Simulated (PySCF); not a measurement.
iridium atom (Ir), quartet (core potentials on Ir); CASCI(7,6)+NEVPT2/def2-SVP (PySCF).

PySCF was given this input:
```python
from pyscf import gto, scf, mcscf, mrpt
import numpy

mol = gto.Mole()
mol.atom = '''
    Ir    0.00000000    0.00000000    0.00000000
'''
mol.basis = 'def2-svp'
mol.ecp = {'Ir': 'def2-svp'}
mol.spin = 3
mol.verbose = 4
mol.build()

mf = scf.ROHF(mol)
mf.kernel()
mc = mcscf.CASCI(mf, 6, 7)
mc.fix_spin_(ss=3.75)
mc.kernel()
occ = numpy.linalg.eigvalsh(mc.fcisolver.make_rdm1(mc.ci, mc.ncas, mc.nelecas))[::-1]
ss = mc.fcisolver.spin_square(mc.ci, mc.ncas, mc.nelecas)[0]
print('natural occupations', occ.round(4), ' <S^2>', round(ss, 4))
e2 = mrpt.NEVPT(mc).kernel()
print('E(NEVPT2) = %.10f' % (mc.e_tot + e2))
```

**Question.** Write the output that PySCF gives for this input, abridged.

**Answer.** 
```
PySCF version 2.14.0

[INPUT] verbose = 4
[INPUT] num. atoms = 1
[INPUT] num. electrons = 17
[INPUT] charge = 0
[INPUT] spin (= nelec alpha-beta = 2S) = 3
[INPUT] symmetry False subgroup None
[INPUT] Mole.unit = angstrom
[INPUT] Symbol           X                Y                Z      unit          X                Y                Z       unit  Magmom
[INPUT]  1 Ir     0.000000000000   0.000000000000   0.000000000000 AA    0.000000000000   0.000000000000   0.000000000000 Bohr   0.0

nuclear repulsion = 0
number of shells = 12
number of NR pGTOs = 57
number of NR cGTOs = 32
basis = def2-svp
ecp = {'Ir': 'def2-svp'}

******** <class 'pyscf.scf.rohf.ROHF'> ********
method = ROHF
initial guess = minao
damping factor = 0
level_shift factor = 0
DIIS = <class 'pyscf.scf.diis.CDIIS'>
diis_start_cycle = 1
diis_space = 8
diis_damp = 0
SCF conv_tol = 1e-09
SCF conv_tol_grad = None
SCF max_cycles = 50
direct_scf = True
direct_scf_tol = 1e-13
num. doubly occ = 7  num. singly occ = 3
Set gradient conv threshold to 3.16228e-05
init E= -91.2323979978269
  HOMO = -0.34392742672595  LUMO = -0.161239780296983  gap/eV = 4.97118
cycle= 1 E= -103.361617470233  delta_E= -12.1  |g|= 0.646  |ddm|= 5.79
  HOMO = -0.0117843568932328  LUMO = 0.095128248353276  gap/eV = 2.90924
cycle= 2 E= -103.397785345173  delta_E= -0.0362  |g|= 0.286  |ddm|= 0.741
  HOMO = -0.139944414412715  LUMO = 0.0788043009719397  gap/eV = 5.95246
cycle= 3 E= -103.419346151794  delta_E= -0.0216  |g|= 0.0644  |ddm|=  0.4
  HOMO = -0.123384853050003  LUMO = 0.0827768674099056  gap/eV = 5.60995
cycle= 4 E= -103.42124706875  delta_E= -0.0019  |g|= 0.0123  |ddm|= 0.0728
  HOMO = -0.122229042379145  LUMO = 0.0833298936886155  gap/eV = 5.59354
cycle= 5 E= -103.422358268448  delta_E= -0.00111  |g|= 0.0114  |ddm|= 0.0632
  HOMO = -0.1192352451153  LUMO = 0.0840600366753714  gap/eV = 5.53195
cycle= 6 E= -103.42443926982  delta_E= -0.00208  |g|= 0.00987  |ddm|= 0.129
  HOMO = -0.113928194121873  LUMO = 0.0852584775038724  gap/eV = 5.42015
cycle= 7 E= -103.426575358084  delta_E= -0.00214  |g|= 0.00633  |ddm|= 0.189
  HOMO = -0.12411779476447  LUMO = 0.0854112494084212  gap/eV = 5.70158
cycle= 8 E= -103.42633982811  delta_E= 0.000236  |g|= 0.00867  |ddm|= 0.0403
  HOMO = -0.117918236522471  LUMO = 0.0862742706123634  gap/eV = 5.55636
cycle= 9 E= -103.427033623127  delta_E= -0.000694  |g|= 0.00162  |ddm|= 0.128
  HOMO = -0.119039498440663  LUMO = 0.0864116338792561  gap/eV = 5.59061
cycle= 10 E= -103.427052534814  delta_E= -1.89e-05  |g|= 0.00149  |ddm|= 0.0126
  HOMO = -0.118893029981073  LUMO = 0.0864543464769704  gap/eV = 5.58779
cycle= 11 E= -103.427057818624  delta_E= -5.28e-06  |g|= 0.00142  |ddm|= 0.00586
  HOMO = -0.118424849755678  LUMO = 0.0865104300328055  gap/eV = 5.57657
cycle= 12 E= -103.427061598893  delta_E= -3.78e-06  |g|= 0.000825  |ddm|= 0.00624
  HOMO = -0.118091416346436  LUMO = 0.0865278283055762  gap/eV = 5.56797
cycle= 13 E= -103.42706324621  delta_E= -1.65e-06  |g|= 0.000388  |ddm|= 0.00524
  HOMO = -0.117783654831365  LUMO = 0.0865549779715422  gap/eV = 5.56034
cycle= 14 E= -103.427063687366  delta_E= -4.41e-07  |g|= 5.69e-05  |ddm|= 0.00314
  HOMO = -0.117745865224611  LUMO = 0.0865618095937349  gap/eV = 5.55950
cycle= 15 E= -103.427063724019  delta_E= -3.67e-08  |g|= 3.44e-05  |ddm|= 0.000793
  HOMO = -0.117772512782058  LUMO = 0.0865646127439322  gap/eV = 5.56030
cycle= 16 E= -103.427063748567  delta_E= -2.45e-08  |g|= 1.68e-05  |ddm|= 0.000969
  HOMO = -0.117757516837636  LUMO = 0.0865661860171102  gap/eV = 5.55993
cycle= 17 E= -103.427063750161  delta_E= -1.59e-09  |g|= 1.96e-06  |ddm|= 0.000254
  HOMO = -0.117757944571944  LUMO = 0.0865662744901739  gap/eV = 5.55995
cycle= 18 E= -103.427063750192  delta_E= -3.12e-11  |g|= 8.99e-07  |ddm|= 2.81e-05
  HOMO = -0.117757904129816  LUMO = 0.0865662971242716  gap/eV = 5.55994
Extra cycle  E= -103.427063750196  delta_E= -4.31e-12  |g|= 7.12e-07  |ddm|= 3.8e-06
converged SCF energy = -103.427063750196

******** <class 'pyscf.mcscf.casci.CASCI'> ********
CAS (5e+2e, 6o), ncore = 5, nvir = 21
natorb = False
canonicalization = True
sorting_mo_energy = False
******** <class 'pyscf.fci.addons.SpinPenaltyFCISolver'> ********
max. cycles = 200
conv_tol = 1e-08
davidson only = True
linear dependence = 1e-12
level shift = 0.001
max iter space = 12
nroots = 1
pspace_size = 400
spin = None
Density matrix diagonal elements [1.99927634e+00 1.99914672e+00 1.00044057e+00 1.00016106e+00
 1.00013527e+00 8.40039023e-04]
CASCI converged
CASCI E = -103.427263275773  E(CI) = -12.2038894388315  S^2 = 3.7500000
natural occupations [1.9998e+00 1.9994e+00 1.0002e+00 1.0001e+00 9.9980e-01 8.0000e-04]  <S^2> 3.75

******** <class 'pyscf.mrpt.nevpt2.NEVPT'> ********
NEVPT2 (5e+2e, 6o), ncore = 5, nvir = 21
root = 0
Natural occ [1.99979806e+00 1.99936074e+00 1.00017216e+00 1.00006758e+00
 9.99761419e-01 8.40039023e-04]
Natural orbital (expansion on meta-Lowdin AOs) in CAS space
               #1        #2        #3        #4        #5
0 Ir 5s         -0.00003   0.00038  -0.00033   0.00053   0.01477
0 Ir 6s         -0.00192   0.02590  -0.02252   0.03568   0.99573
0 Ir 7s         -0.00007   0.00095  -0.00082   0.00130   0.03634
0 Ir 8s         -0.00006   0.00076  -0.00066   0.00105   0.02929
0 Ir 9s         -0.00003   0.00034  -0.00030   0.00047   0.01306
0 Ir 10s         0.00011  -0.00154   0.00134  -0.00212  -0.05909
0 Ir 5px        -0.00000   0.00000  -0.00000  -0.00000  -0.00000
0 Ir 5py        -0.00000   0.00000  -0.00000  -0.00000  -0.00000
0 Ir 5pz        -0.00000   0.00000   0.00000   0.00000  -0.00000
0 Ir 6px        -0.00000   0.00000  -0.00000   0.00000  -0.00000
0 Ir 6py        -0.00000   0.00000   0.00000  -0.00000  -0.00000
0 Ir 6pz         0.00000   0.00000  -0.00000   0.00000  -0.00000
0 Ir 7px        -0.00000   0.00000  -0.00000   0.00000  -0.00000
0 Ir 7py        -0.00000   0.00000   0.00000  -0.00000  -0.00000
0 Ir 7pz        -0.00000   0.00000   0.00000   0.00000  -0.00000
0 Ir 5dxy        0.21382   0.73329   0.06755   0.11334  -0.02120
0 Ir 5dyz        0.29305   0.00632  -0.51870   0.44277  -0.02720
0 Ir 5dz^2      -0.58039   0.02122  -0.26649   0.35797  -0.02053
0 Ir 5dxz       -0.36157   0.32876  -0.28424  -0.41530  -0.00080
0 Ir 5dx2-y2    -0.24231   0.10830   0.49419   0.39945  -0.00642
0 Ir 6dxy       -0.15366  -0.52696  -0.04717  -0.07897   0.01517
0 Ir 6dyz        0.21063   0.00445  -0.36193   0.30895  -0.01897
0 Ir 6dz^2      -0.41707   0.01518  -0.18592   0.24975  -0.01435
0 Ir 6dxz       -0.26293   0.23912  -0.20068  -0.29333  -0.00075
0 Ir 6dx2-y2    -0.17622   0.07872   0.34899   0.28204  -0.00460
0 Ir 5f-3       -0.00000   0.00000  -0.00000   0.00000  -0.00000
0 Ir 5f-2       -0.00000   0.00000   0.00000   0.00000   0.00000
0 Ir 5f-1       -0.00000  -0.00000   0.00000   0.00000  -0.00000
0 Ir 5f+0       -0.00000  -0.00000   0.00000  -0.00000   0.00000
0 Ir 5f+1       -0.00000  -0.00000  -0.00000   0.00000  -0.00000
0 Ir 5f+2        0.00000   0.00000  -0.00000  -0.00000  -0.00000
0 Ir 5f+3       -0.00000   0.00000  -0.00000   0.00000  -0.00000
               #6
0 Ir 5s          0.00000
0 Ir 6s          0.00000
0 Ir 7s          0.00000
0 Ir 8s         -0.00000
0 Ir 9s         -0.00000
0 Ir 10s         0.00000
0 Ir 5px         0.01204
0 Ir 5py         0.01609
0 Ir 5pz         0.02088
0 Ir 6px         0.27318
0 Ir 6py         0.36509
0 Ir 6pz         0.47395
0 Ir 7px         0.31266
0 Ir 7py         0.41786
0 Ir 7pz         0.54244
0 Ir 5dxy       -0.00000
0 Ir 5dyz       -0.00000
0 Ir 5dz^2      -0.00000
0 Ir 5dxz       -0.00000
0 Ir 5dx2-y2    -0.00000
0 Ir 6dxy        0.00000
0 Ir 6dyz        0.00000
0 Ir 6dz^2      -0.00000
0 Ir 6dxz       -0.00000
0 Ir 6dx2-y2    -0.00000
0 Ir 5f-3        0.00213
0 Ir 5f-2       -0.00077
0 Ir 5f-1       -0.00102
0 Ir 5f+0        0.00037
0 Ir 5f+1       -0.00133
0 Ir 5f+2        0.00110
0 Ir 5f+3        0.00014
<CAS-nat-orb|mo-hf>  6      6        0.70858167
<CAS-nat-orb|mo-hf>  6      7       -0.70562254
<CAS-nat-orb|mo-hf>  7      6        0.70541329
<CAS-nat-orb|mo-hf>  7      7        0.70828304
<CAS-nat-orb|mo-hf>  8      9       -0.66145046
<CAS-nat-orb|mo-hf>  8      10       0.74964106
<CAS-nat-orb|mo-hf>  9      9        0.74878145
<CAS-nat-orb|mo-hf>  9      10       0.66180252
<CAS-nat-orb|mo-hf>  10     8        0.99876420
<CAS-nat-orb|mo-hf>  11     11       1.00000000
Sr    (-1)',   E = -0.00477819804001
Si    (+1)',   E = -0.00064945916339
Sijrs (0)  ,   E = -0.03899695409992
Sijr  (+1) ,   E = -0.01633882665398
Srsi  (-1) ,   E = -0.09784571076481
Srs   (-2) ,   E = -0.07953692764610
Sij   (+2) ,   E = -0.00012908122894
Sir   (0)' ,   E = -0.03520668810448
Nevpt2 Energy = -0.273481845701632
E(NEVPT2) = -103.7007451215
```
